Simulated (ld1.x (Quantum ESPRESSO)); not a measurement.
## Which change was made? (N, RRKJ)

nitrogen (N), norm-conserving RRKJ (Kleinman–Bylander form), made with ld1.x (Quantum ESPRESSO) 7.5 (PBE, non-relativistic). Core [He], reference 2s2 2p2 (charge +1). Waves: 2s (bound): rc 0.90 bohr; 2p (bound): rc 2.25 bohr. Local part: all-electron potential smoothed inside 1.35 bohr (lloc = -2). Core correction: a·sin(br)/r model core inside 0.55 bohr.

Cutoffs, loose and tight: the cutoffs (Ry, on a coarse ladder) from which the occupation-weighted sum of valence levels, in a spherical-Bessel basis at the reference potential, stays within 10 and 1 mRy of its value at 400 Ry. They do not see the model core or the augmentation charge, which bear on the density cutoff. Test errors are all-electron minus pseudo excitation energies from the reference, over the configurations 2s2 2p3; 2s2 2p1; 2s2 2p0; 2s0 2p5; 2s1 2p4; 2s1 2p0; 2s2 2p3.3; variants that change the core or the reference have their own tests.

The base gives: outcome: generated; cutoff, loose: 80 Ry; cutoff, tight: 110 Ry; bound ghosts: s; largest test error (meV): +3698.

After one change the result is: outcome: generated; cutoff, loose: 80 Ry; cutoff, tight: 110 Ry; bound ghosts: s; largest test error (meV): +6914. Which change was it?
A. wave 2p (bound): rc 2.25 bohr becomes 2p (bound): rc 2.04 bohr
B. wave 2p (bound): rc 2.25 bohr becomes 2p (bound): rc 2.52 bohr
C. wave 2p (bound): rc 2.25 bohr becomes 2p (bound): rc 2.76 bohr
D. wave 2p (bound): rc 2.25 bohr becomes 2p (bound): rc 1.86 bohr
E. wave 2p (bound): rc 2.25 bohr becomes 2p (bound): rc 3.20 bohr

C. The others give: wave 2p (bound): rc 2.25 bohr becomes 2p (bound): rc 3.20 bohr → outcome: generated; cutoff, loose: 80 Ry; cutoff, tight: 110 Ry; bound ghosts: s; largest test error (meV): +10354 | wave 2p (bound): rc 2.25 bohr becomes 2p (bound): rc 1.86 bohr → outcome: generated; cutoff, loose: 80 Ry; cutoff, tight: 110 Ry; bound ghosts: s; largest test error (meV): +2010 | wave 2p (bound): rc 2.25 bohr becomes 2p (bound): rc 2.04 bohr → outcome: generated; cutoff, loose: 80 Ry; cutoff, tight: 110 Ry; bound ghosts: s; largest test error (meV): +2625 | wave 2p (bound): rc 2.25 bohr becomes 2p (bound): rc 2.52 bohr → outcome: generated; cutoff, loose: 80 Ry; cutoff, tight: 110 Ry; bound ghosts: s; largest test error (meV): +5527.
